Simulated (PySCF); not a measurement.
C₅H₁₁F, singlet, at a GFN2-xTB geometry; DF-PBE/pcseg-0 (PySCF).

The PySCF input:
```python
from pyscf import gto, scf, dft

mol = gto.M(
    atom='''
C    -0.967983    1.644887   -0.150178
C    -0.696286    0.193335    0.235336
C    -1.753558   -0.725068   -0.376810
C     0.701654   -0.247753   -0.215054
C     1.839277    0.586927    0.353648
F     0.894958   -1.560541    0.195559
H    -1.996160    1.902222    0.092480
H    -0.823824    1.787128   -1.219385
H    -0.313818    2.328141    0.384126
H    -0.737039    0.095881    1.325832
H    -2.739670   -0.473992    0.006091
H    -1.765745   -0.619154   -1.459932
H    -1.542040   -1.763003   -0.132965
H     0.756394   -0.277538   -1.312007
H     1.852615    1.571214   -0.102713
H     1.730749    0.687841    1.430991
H     2.785287    0.092152    0.145799
''',
    basis='pcseg-0',
    charge=0,
    spin=0,
    verbose=4,
    max_memory=1800,
)

mf = dft.RKS(mol)
mf.xc = 'pbe'
mf = mf.density_fit(auxbasis='def2-universal-jkfit')
mf.kernel()
```

What the program printed (banner, timings and long lists left out):

```
PySCF version 2.14.0

[INPUT] verbose = 4
[INPUT] num. atoms = 17
[INPUT] num. electrons = 50
[INPUT] charge = 0
[INPUT] spin (= nelec alpha-beta = 2S) = 0
[INPUT] symmetry False subgroup None
[INPUT] Mole.unit = angstrom
[INPUT] Symbol           X                Y                Z      unit          X                Y                Z       unit  Magmom
[...]
nuclear repulsion = 263.449013192636
number of shells = 23
number of NR pGTOs = 123
number of NR cGTOs = 76
basis = pcseg-0
ecp = {}

******** <class 'pyscf.df.df_jk.DFRKS'> ********
method = DFRKS
initial guess = minao
damping factor = 0
level_shift factor = 0
DIIS = <class 'pyscf.scf.diis.CDIIS'>
diis_start_cycle = 1
diis_space = 8
diis_damp = 0
SCF conv_tol = 1e-09
SCF conv_tol_grad = None
SCF max_cycles = 50
direct_scf = False
XC library pyscf.dft.libxc version 7.1.2
    S. Lehtola, C. Steigemann, M. J. T. Oliveira, and M. A. L. Marques,  SoftwareX 7, 1–5 (2018)
XC functionals = pbe
    J. P. Perdew, K. Burke, and M. Ernzerhof,  Phys. Rev. Lett. 77, 3865 (1996)
    J. P. Perdew, K. Burke, and M. Ernzerhof,  Phys. Rev. Lett. 78, 1396 (1997)
    J. P. Perdew, K. Burke, and M. Ernzerhof,  Phys. Rev. Lett. 77, 3865 (1996)
    J. P. Perdew, K. Burke, and M. Ernzerhof,  Phys. Rev. Lett. 78, 1396 (1997)
radial grids:
    Treutler-Ahlrichs [JCP 102, 346 (1995); DOI:10.1063/1.469408] (M4) radial grids

becke partition: Becke, JCP 88, 2547 (1988); DOI:10.1063/1.454033
pruning grids: <function nwchem_prune>
grids dens level: 3
symmetrized grids: False
atomic radii adjust function: <function treutler_atomic_radii_adjust>
small_rho_cutoff = 0
Set gradient conv threshold to 3.16228e-05
Initial guess from minao.
tot grids = 192744
init E= -295.978431472263
[...]
cycle= 1 E= -295.773701806648  delta_E= 0.205  |g|= 0.54  |ddm|= 3.71
[...]
cycle= 2 E= -295.698359505709  delta_E= 0.0753  |g|= 0.83  |ddm|= 1.69
[...]
cycle= 3 E= -295.841628318364  delta_E= -0.143  |g|= 0.0759  |ddm|= 0.957
[...]
cycle= 4 E= -295.842637541995  delta_E= -0.00101  |g|= 0.0324  |ddm|= 0.115
[...]
cycle= 5 E= -295.842846611988  delta_E= -0.000209  |g|= 0.00438  |ddm|= 0.0466
[...]
cycle= 6 E= -295.842851021908  delta_E= -4.41e-06  |g|= 0.00138  |ddm|= 0.00839
[...]
cycle= 7 E= -295.842851475829  delta_E= -4.54e-07  |g|= 0.000144  |ddm|= 0.00211
[...]
cycle= 8 E= -295.842851480866  delta_E= -5.04e-09  |g|= 6.18e-05  |ddm|= 0.000272
[...]
cycle= 9 E= -295.842851481836  delta_E= -9.7e-10  |g|= 6.67e-06  |ddm|= 0.000103
[...]
Extra cycle  E= -295.842851481832  delta_E= 4.21e-12  |g|= 8.51e-06  |ddm|= 2.39e-05
converged SCF energy = -295.842851481832
```
